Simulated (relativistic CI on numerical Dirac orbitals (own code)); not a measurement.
## Ni3+ in a cubic cluster: 2p photoemission with charge transfer

Computed with a charge-transfer multiplet model of a cubic metal-ligand cluster with up to 3 ligand holes, Slater and spin-orbit integrals from Dirac-Coulomb-Breit ions, Slater integrals scaled by 0.8. The ground state mixes d7 with configurations of k ligand holes L, whose averages lie at kΔ + k(k − 1)U_dd/2; a core hole lowers each added d electron by U_cd. 300 K, Lorentzian 0.6 eV and Gaussian 0.8 eV FWHM.

Atomic integrals in eV (Slater integrals scaled, ζ unscaled), ground: F2dd 10.578, F4dd 6.603, zeta_d 0.089; with the core hole: F2dd 11.936, F4dd 7.492, zeta_d 0.124, zeta_core 11.400, F2cd 7.214, G1cd 5.576, G3cd 3.173.

Cluster parameters (eV): Δ = 2, U_cd = 8.5, 10Dq = 0.25, 10Dq(ligand) = 0.3, V(eg) = 1.75, V(t2g) = -0.87, final-state hopping factor = 0.9.

```
         Case   n_d    d7   d8L  d9L2  d10L3     S
U_dd = 5.6 eV  7.26  0.75  0.24  0.01   0.00  1.50
U_dd = 6.3 eV  7.26  0.75  0.24  0.01   0.00  1.50
  U_dd = 7 eV  7.25  0.75  0.24  0.01   0.00  1.50
U_dd = 7.7 eV  7.25  0.76  0.24  0.01   0.00  1.50
U_dd = 9.1 eV  7.25  0.76  0.23  0.01   0.00  1.50
```

Weights, n_d and S are thermal averages at 300 K. Binding energies count from the first peak over 30 % of the highest in each spectrum, which can be another peak from case to case. The parameters are a model scan and need not match a compound or its usual spin state. Peaks in eV (height, largest 100):
- U_dd = 5.6 eV: 0.0 (100), 5.2 (70), 7.9 (72), 9.3 (62), 13.2 (25), 14.9 (16), 19.2 (49), 23.3 (39), 27.5 (43), 30.2 (12)
- U_dd = 6.3 eV: 0.0 (100), 5.2 (71), 8.2 (64), 13.0 (23), 14.7 (15), 19.3 (54), 23.8 (35), 27.6 (41), 30.0 (11)
- U_dd = 7 eV: 0.0 (100), 5.5 (73), 8.8 (64), 12.9 (24), 14.6 (14), 19.4 (58), 24.4 (34), 27.6 (37), 29.9 (11)
- U_dd = 7.7 eV: 0.0 (100), 5.6 (75), 8.8 (63), 12.7 (23), 14.3 (15), 19.4 (61), 24.9 (36), 27.5 (35), 29.7 (11)
- U_dd = 9.1 eV: 0.0 (100), 1.4 (65), 6.1 (76), 8.9 (55), 12.7 (21), 14.3 (14), 19.5 (66), 22.4 (8), 25.7 (44), 27.6 (29), 29.6 (10)

Curve for U_dd = 9.1 eV (points under 2 left out, the grid thinned):

E (eV), Intensity and a bar:
```
     -3.4        2.2 
     -2.6        3.4 
     -1.8        6.5 #
     -1.0       21.6 #######
     -0.2       90.6 ##############################
      0.6       73.4 ########################
      1.4       64.5 #####################
      2.2       53.1 #################
      3.0       42.8 ##############
      3.8       28.9 #########
      4.6       28.2 #########
      5.4       47.5 ###############
      6.2       76.2 #########################
      7.0       54.1 ##################
      7.8       42.3 ##############
      8.6       51.3 #################
      9.4       48.7 ################
     10.2       30.8 ##########
     11.0       17.1 #####
     11.8       16.5 #####
     12.6       20.9 ######
     13.4       14.3 ####
     14.2       14.2 ####
     15.0        8.8 ##
     15.8        4.2 #
     16.6        3.9 #
     17.4        7.2 ##
     18.2       25.6 ########
     19.0       55.1 ##################
     19.8       61.9 ####################
     20.6       30.8 ##########
     21.4       10.6 ###
     22.2        8.2 ##
     23.0        7.7 ##
     23.8        9.3 ##
     24.6       22.3 #######
     25.4       40.9 #############
     26.2       38.0 ############
     27.0       28.3 #########
     27.8       28.8 #########
     28.6       18.5 ######
     29.4       10.1 ###
     30.2        7.8 ##
     31.0        3.5 
     31.8        2.1
```

For the case U_dd = 7 eV, Δ = 2 eV is smaller than U_dd = 7 eV, the charge-transfer side of the Zaanen-Sawatzky-Allen scheme. With the core hole the average of the configuration with one ligand hole lies at Δ − U_cd = -6.5 eV before mixing: it lies below the unscreened one, so the lowest final states are mostly screened and the unscreened weight appears at higher binding energy as a satellite.
